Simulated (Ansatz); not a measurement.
Harmonic frequencies (cm⁻¹) at PBE0-D4/def2-TZVP from Ansatz: 201, 570, 583, 838, 1958, 1964.

Problem. Which molecule is it?
A. `O=C(S)BF`
B. `OB(F)[SiH3]`
C. `FB[O][InH2]`
D. `[SbH2][I]`

Solution. D.
